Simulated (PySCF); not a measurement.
Running PySCF for KBe

The script input.py:

```python
from pyscf import gto, scf, mp

mol = gto.M(
    atom='K 0 0 0; Be 0 0 2.905',
    basis='x2c-tzvpall',
    charge=0,
    spin=1,
    symmetry=True,
    verbose=3,
)
mf = scf.UHF(mol)
mf = mf.sfx2c1e()
mf.kernel()
mp.MP2(mf).kernel()
mf.dip_moment()
print('orbital energies (hartree):', [e[max(0, n-3):n+3].round(4) for e, n in zip(mf.mo_energy, mol.nelec)])
```

```bash
$ OMP_NUM_THREADS=1 python input.py
```

Output:

```
converged SCF energy = -616.013514697583  <S^2> = 0.91101209  2S+1 = 2.1550054
E(UMP2) = -616.236278780202  E_corr = -0.222764082619773
E(SCS-UMP2) = -616.235543164551  E_corr = -0.222028466967827
Dipole moment(X, Y, Z, Debye):  0.00000, -0.00000, -0.62508
orbital energies (hartree): [array([-0.945 , -0.329 , -0.1445,  0.0282,  0.0333,  0.0333]), array([-0.9438, -0.9438, -0.3226,  0.019 ,  0.0472,  0.0472])]
```

In short: E(SCF) = -616.013515 Eh, E(MP2) − E(SCF) = -0.22276 Eh, ⟨S²⟩ = 0.911, μz(SCF) = -0.63 D.

It ran on Arm Neoverse V1 (1 thread, shared host) in 1.5 s.

The bond length is a typed value, not an optimised one. No search for the lowest solution was made.
